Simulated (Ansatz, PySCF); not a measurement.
C3H12GaN, neutral, multiplicity 1. Atoms are numbered in the order given.

```xyz
17

Ga     0.0000     0.0000     0.2094
C     -1.7081     0.9862     0.5044
H     -1.6864     2.0039     0.0799
H     -1.9022     1.0982     1.5841
H     -2.5786     0.4585     0.0799
C      1.7081     0.9862     0.5044
H      1.6864     2.0039     0.0799
H      2.5786     0.4585     0.0799
H      1.9022     1.0982     1.5841
C      0.0000    -1.9723     0.5044
H      0.0000    -2.1965     1.5841
H      0.8923    -2.4624     0.0799
H     -0.8923    -2.4624     0.0799
N      0.0000     0.0000    -1.9698
H      0.8233    -0.4754    -2.3381
H      0.0000     0.9507    -2.3381
H     -0.8233    -0.4754    -2.3381
```

Coordinates come from a PBE0-D3(BJ)/def2-SVP optimisation. The isomer is the one that the SMILES or the coordinates give; other isomers of the formula were not compared. Other conformers were not sampled.

Vertical ionisation energy (IE) and electron affinity (EA) in eV. Rows of orbital energies are one-electron estimates. Where ΔSCF, EOM or ADC give a negative EA the extra electron is unbound and the value depends on the basis.

```json
[
 {"level": "−ε(HOMO), −ε(LUMO), M06-2X/def2-TZVP (PySCF)", "IE": "7.89", "EA": "-0.52"},
 {"level": "ΔSCF, CAM-B3LYP/def2-SVPD (Ansatz), final states of multiplicity 2 and 2", "IE": "?", "EA": "?"}
]
```

Complete the blanks. (The exact figures need the calculation; the answer reports its results.)


- ΔSCF, CAM-B3LYP/def2-SVPD (Ansatz, a first-principles code), final states of multiplicity 2 and 2, IE: 8.84
- ΔSCF, CAM-B3LYP/def2-SVPD (Ansatz), final states of multiplicity 2 and 2, EA: -0.79

What vertical singlet–triplet gap does ΔSCF give with CAM-B3LYP/def2-SVPD (Ansatz)? (The exact figures need the calculation; the answer reports its results.)

5.91 eV (triplet above singlet where positive).
